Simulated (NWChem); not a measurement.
System: AlPH4; SMILES [AlH2][PH2]

NWChem input:

```
start job
memory heap 200 mb stack 900 mb global 1100 mb
geometry units angstroms noautoz
  Al     0.102843     1.281664    -0.028067
  H     -1.202305     1.976026     0.556902
  H      1.317905     2.145687    -0.580360
  P      0.152845    -1.032891    -0.260267
  H     -0.410613    -1.305519     1.023225
  H      1.512824    -1.176260     0.151064
end
basis spherical
  * library def2-svp
end
dft
  xc xpbe96 cpbe96
  iterations 150
  vectors input atomic output neutral.movecs
end
task dft energy
charge 1
dft
  odft
  mult 2
  vectors input atomic output cation.movecs
end
task dft energy
```

Parts of the log:

```
             Northwest Computational Chemistry Package (NWChem) 7.3.0
             --------------------------------------------------------

 CS  symmetry detected

                             Geometry "geometry" -> ""
                             -------------------------

 Output coordinates in angstroms (scale by  1.889725989 to convert to a.u.)

  No.       Tag          Charge          X              Y              Z
 ---- ---------------- ---------- -------------- -------------- --------------
    1 Al                  13.0000    -0.01897355     1.19675976     0.00000000
    2 H                    1.0000    -0.06315998     1.97617252    -1.38506379
    3 H                    1.0000    -0.06315998     1.97617252     1.38506379
    4 P                   15.0000    -0.08932941    -1.12888680     0.00000000
    5 H                    1.0000     0.85645865    -1.28845994    -1.05794272
    6 H                    1.0000     0.85645865    -1.28845994     1.05794272

 Effective nuclear repulsion energy (a.u.)      74.6404295870

      Symmetry information
      --------------------

 Group name             Cs
 Group number              2
 Group order               2
 No. of unique centers     4

  pbe96 is a nonlocal functional; adding pw91lda local functional.

                                 NWChem DFT Module
                                 -----------------

 Summary of "ao basis" -> "ao basis" (spherical)
 ------------------------------------------------------------------------------
       Tag                 Description            Shells   Functions and Types
 ---------------- ------------------------------  ------  ---------------------
 Al                         def2-svp                 8       18   4s3p1d
 H                          def2-svp                 3        5   2s1p
 P                          def2-svp                 8       18   4s3p1d

      Symmetry analysis of basis
      --------------------------

        a'         36
        a"         20

            General Information
            -------------------
          SCF calculation type: DFT
          Wavefunction type:  closed shell.
          No. of atoms     :     6
          No. of electrons :    32
           Alpha electrons :    16
            Beta electrons :    16
          Charge           :     0
          Spin multiplicity:     1
          Use of symmetry is: on ; symmetry adaption is: on
          Maximum number of iterations: 150
          AO basis - number of functions:    56
                     number of shells:    28
          Convergence on energy requested:  1.00D-06
          Convergence on density requested:  1.00D-05
          Convergence on gradient requested:  5.00D-04

              XC Information
              --------------
          PerdewBurkeErnzerhof Exchange Functional  1.000
            Perdew 1991 LDA Correlation Functional  1.000 local
           PerdewBurkeErnz. Correlation Functional  1.000 non-local

             Grid Information
             ----------------
          Grid used for XC integration:  medium
          Radial quadrature: Mura-Knowles
          Angular quadrature: Lebedev.
          Tag              B.-S. Rad. Rad. Pts. Rad. Cut. Ang. Pts.
          ---              ---------- --------- --------- ---------
          Al                  1.25       88           9.0       590
          H                   0.35       45          11.0       434
          P                   1.00       88          10.0       590
          Grid pruning is: on
          Number of quadrature shells:   266
          Spatial weights used:  Erf1

      Superposition of Atomic Density Guess
      -------------------------------------

 Sum of atomic energies:        -584.32619357

      Non-variational initial energy
      ------------------------------

 Total energy =    -584.678470
 1-e energy   =    -958.340812
 2-e energy   =     299.021913
 HOMO         =      -0.274663
 LUMO         =      -0.008399

      Symmetry analysis of molecular orbitals - initial
      -------------------------------------------------

  Numbering of irreducible representations:

     1 a'          2 a"

  Orbital symmetries:

     1 a'          2 a'          3 a'          4 a"          5 a'
     6 a'          7 a'          8 a"          9 a'         10 a'
    11 a'         12 a'         13 a"         14 a'         15 a"
    16 a'         17 a'         18 a'         19 a"         20 a'
    21 a'         22 a"         23 a'         24 a'         25 a"
    26 a'

   convergence    iter        energy       DeltaE   RMS-Dens  Diis-err
 ---------------- ----- ----------------- --------- --------- ---------
 d= 0,ls=0.0,diis     1   -585.6542851648 -6.60D+02  1.06D-02  1.68D-01
 d= 0,ls=0.0,diis     2   -585.6641405274 -9.86D-03  7.57D-03  4.64D-02
 d= 0,ls=0.0,diis     3   -585.6694742441 -5.33D-03  3.61D-03  2.35D-02
 d= 0,ls=0.0,diis     4   -585.6747141082 -5.24D-03  7.61D-04  7.63D-04
 d= 0,ls=0.0,diis     5   -585.6748734406 -1.59D-04  1.03D-04  1.62D-05
  Resetting Diis
 d= 0,ls=0.0,diis     6   -585.6748765236 -3.08D-06  2.45D-05  1.12D-06
 d= 0,ls=0.0,diis     7   -585.6748767475 -2.24D-07  1.21D-05  5.78D-08
 d= 0,ls=0.0,diis     8   -585.6748767429  4.57D-09  6.55D-06  7.71D-08

         Total DFT energy =     -585.674876742925
      One electron energy =     -959.797979203530
           Coulomb energy =      342.485796950065
    Exchange-Corr. energy =      -43.003124076451
 Nuclear repulsion energy =       74.640429586991

 Numeric. integr. density =       31.999990539267

                  Occupations of the irreducible representations
                  ----------------------------------------------

                     irrep           alpha         beta
                     --------     --------     --------
                     a'               12.0         12.0
                     a"                4.0          4.0

[...]
```

Level: PBE/def2-SVP, vertical spin-unrestricted ions. Geometry: optimised at PBE0/def2-SVP.
